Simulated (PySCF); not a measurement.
This script is equivalent to a calculation on S²⁺ (sulfur, charge +2).

```python
from pyscf import gto, scf, dft, mp, cc
import basis_set_exchange as bse
mol = gto.M(atom="S 0 0 0", charge=2, spin=2, symmetry="D2h",
            basis=gto.basis.parse(bse.get_basis("def2-TZVP", elements=["S"], fmt="nwchem", header=False)))
mf = dft.UKS(mol, xc="M06L")
mf.irrep_nelec = {'Ag': (3, 3), 'B1u': (2, 1), 'B2u': (2, 1), 'B3u': (1, 1)}
mf.kernel()
```

What total energy does it give?

-396.865 hartree (calculated).

Which occupied shell lies highest, and where?

3p α, at -29.109 eV.

What is ⟨S²⟩, and what would a pure spin state give?

2.004, against 2.00.
